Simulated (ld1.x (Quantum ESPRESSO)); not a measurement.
An all-electron radial function and its pseudo partner (Ag (Z = 47))

Columns: radius, all-electron u(r) and pseudo u(r) of the 4p shell (level -58.57 eV) of silver in the configuration [Ar] 3d10 4s2 4p6 4d10 5s1 5p0; PBE, scalar-relativistic, ultrasoft scheme, ld1.x (Quantum ESPRESSO) 7.5.

```tsv
r (bohr)	all-electron	pseudo
0.115	0.1952	0.0349
0.230	-0.5606	0.1342
0.345	-0.4638	0.2824
0.460	0.0856	0.4572
0.575	0.6171	0.6326
0.690	0.9638	0.7841
0.805	1.1206	0.8922
0.920	1.1364	0.9456
1.035	1.0663	0.9425
1.150	0.9532	0.8899
1.265	0.8252	0.8013
1.380	0.6989	0.6935
1.495	0.5827	0.5825
1.610	0.4804	0.4805
1.725	0.3928	0.3928
1.840	0.3190	0.3190
1.955	0.2579	0.2579
2.070	0.2077	0.2077
2.185	0.1668	0.1668
2.300	0.1336	0.1336
2.415	0.1068	0.1068
2.530	0.0852	0.0852
2.645	0.0679	0.0679
2.760	0.0540	0.0540
2.875	0.0430	0.0430
2.990	0.0341	0.0341
```

(1) How many radial nodes do the two functions have?

(2) At about which radius was the pseudo-wave matched?

(3) Is the pseudo-wave norm-conserving?

Answers

(1) The all-electron 4p function has n − l − 1 = 2; the pseudo-wave has 0, since the states of the same l below it are removed with the core.

(2) 1.70 bohr. The columns agree to 0.0005 from 1.50 bohr on; several derivatives are matched, so the curves merge somewhat inside the radius.

(3) No, it belongs to an ultrasoft set: the norm inside the radius is not constrained, and the difference is carried by the augmentation charge.
